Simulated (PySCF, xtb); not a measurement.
Te(SH)(GeH3) (GeH4STe), SMILES S[Te][GeH3].

GFN2-xTB (xtb) at its own geometry gives an orbital gap of 3.33 eV and a dipole moment of 1.98 D.

Geometry optimised at B3LYP-D3(BJ)/def2-SVP. This is a generated structure with no PubChem entry under its InChIKey; it may be hypothetical. The def2 effective core potentials stand for the cores of Te; spin–orbit coupling is left out. The values are those of a single conformer.

Problem. What does PBE/def2-TZVPD in PySCF give? (The exact figures need the calculation; the answer reports its results.)

Solution. gap 2.61 eV (levels -5.57 and -2.96 eV), dipole 1.26 D.
